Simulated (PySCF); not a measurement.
**Two-component Hartree-Fock for Nd (neodymium, neutral)**

Start: [Xe] 4f4 6s2; 4f5/2 filled at m_j = -1/2, +1/2, +3/2, +5/2. Calculated with PySCF 2.14 in x2c-TZVPall-2c with one added diffuse shell each of s, p, d, f type (12s12p11d5f1g, 147 functions): generalised Hartree-Fock with the X2C-1e Hamiltonian and a Gaussian nucleus; one run each with spin-orbit coupling (SO) switched off, then screened by Boettger's factors.

| spinor shell | electrons | ε, spin-free (eV) | ε, screened SO (eV) | weight of nominal j (screened SO) | rms radius, screened SO (bohr) |
| --- | --- | --- | --- | --- | --- |
| 1s1/2 | 2 | -43782.8 | -43776.2 | 1.000 | 0.0269 |
| 2s1/2 | 2 | -7194.5 | -7192.5 | 1.000 | 0.109 |
| 2p1/2 | 2 | -6425.0 | -6789.7 | 1.000 | 0.0938 |
| 2p3/2 | 4 | -6425.0 | -6265.7 | 1.000 | 0.0998 |
| 3s1/2 | 2 | -1607.9 | -1607.2 | 1.000 | 0.283 |
| 3p1/2 | 2 | -1359.9 | -1434.5 | 1.000 | 0.275 |
| 3p3/2 | 4 | -1359.9 | -1326.8 | 1.000 | 0.288 |
| 3d3/2 | 4 | -1015.4 | -1029.3 | 0.997 | 0.260 |
| 3d5/2 | 6 | -1015.4 | -1005.5 | 0.998 | 0.263 |
| 4s1/2 | 2 | -340.03 | -339.79 | 1.000 | 0.645 |
| 4p1/2 | 2 | -256.09 | -273.52 | 0.982 | 0.668 |
| 4p3/2 | 4 | -256.09 | -248.20 | 0.991 | 0.694 |
| 4d3/2 | 4 | -133.59 | -139.87 | 0.773 | 0.762 |
| 4d5/2 | 6 | -133.59 | -129.18 | 0.849 | 0.767 |
| 5s1/2 | 2 | -50.352 | -50.311 | 1.000 | 1.59 |
| 5p1/2 | 2 | -27.671 | -30.490 | 0.925 | 1.79 |
| 5p3/2 | 4 | -27.671 | -26.395 | 0.962 | 1.90 |
| 4f5/2 | 4 | -11.965 | -11.974 | 0.700 | 1.16 |
| 6s1/2 | 2 | -4.730 | -4.731 | 1.000 | 5.11 |

```
   quantity    spin-free  screened SO
E (hartree)  -9617.46490  -9622.28275
        M_J            4            4
       ⟨J²⟩       24.011       23.440
       ⟨L²⟩       42.006       41.889
       ⟨S²⟩        6.005        5.998
```

The determinant has a definite M_J but mixes levels of different J.

Each row is a mean over spinors that exchange with the open shell spreads, by up to 10.018 eV (4d3/2).

Rows whose weight is well below 1 are mixtures of j = l ± 1/2: exchange outweighs spin-orbit coupling there, and the label is only the starting occupation.

Breit and QED terms are absent; they matter most for the inner s and p1/2 levels.

Densities and radii are taken from the X2C orbitals without a picture-change correction, which distorts them close to the nucleus.

Without spin-orbit coupling the j labels of p, d and f shells carry no meaning; the spin-free column gives the mean over the occupied spinors of each nl shell, and its ⟨J²⟩ belongs to a mixture of degenerate components.
